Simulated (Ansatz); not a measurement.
Stepwise reaction of `[NH2][Hf]([F])([Cl])[Cl]` with water, as a gas-phase model of exchange steps in deposition or etching. ΔE in kJ/mol.

Gas-phase electronic energies from Ansatz, PBE0-D4/def2-TZVP geometries. CCSD(T)/CBS is the MP2 limit (def2-TZVPP, def2-QZVPP) plus CCSD(T) − MP2 in def2-TZVPP, frozen cores. This one scheme is used for every species. DFT in def2-TZVPP. B3LYP here is the variant with VWN-RPA as its local correlation; programs differ in this. def2 core potentials past Kr. For Hf outer-core shells are correlated without core-valence functions, which leaves a few kJ/mol of doubt a bond. One conformer a species, not always the lowest.

```tsv
step	reaction	PBE-D4	B3LYP-D4	ωB97M-V	CCSD(T)/CBS
1	`[NH2][Hf]([F])([Cl])[Cl]` + H₂O → `[NH2][Hf]([OH])([F])[Cl]` + HCl	29.8	26.6	26.5	30.2
```

Give the row of step 2, `[NH2][Hf]([OH])([F])[Cl]` + H₂O → `[NH2][Hf]([OH])([OH])[F]` + HCl. (An estimate is asked.)

Computed: 
```tsv
step	reaction	PBE-D4	B3LYP-D4	ωB97M-V	CCSD(T)/CBS
2	`[NH2][Hf]([OH])([F])[Cl]` + H₂O → `[NH2][Hf]([OH])([OH])[F]` + HCl	42.6	39.4	39.8	41.8
```

By hand: ΔE of the 2 steps together at CCSD(T)/CBS.

(30.2) + (41.8) = 72.0 kJ/mol, or 36.0 kJ/mol a step.

In ΔE each step is higher than the one before. All are uphill at CCSD(T)/CBS. PBE-D4 differs from CCSD(T)/CBS by -0.4 to 0.8 kJ/mol a step. Only this route is followed, and other bonds may react first. Isolated molecules leave out the surface, adducts and barriers. Largest T1 diagnostic: 0.015.
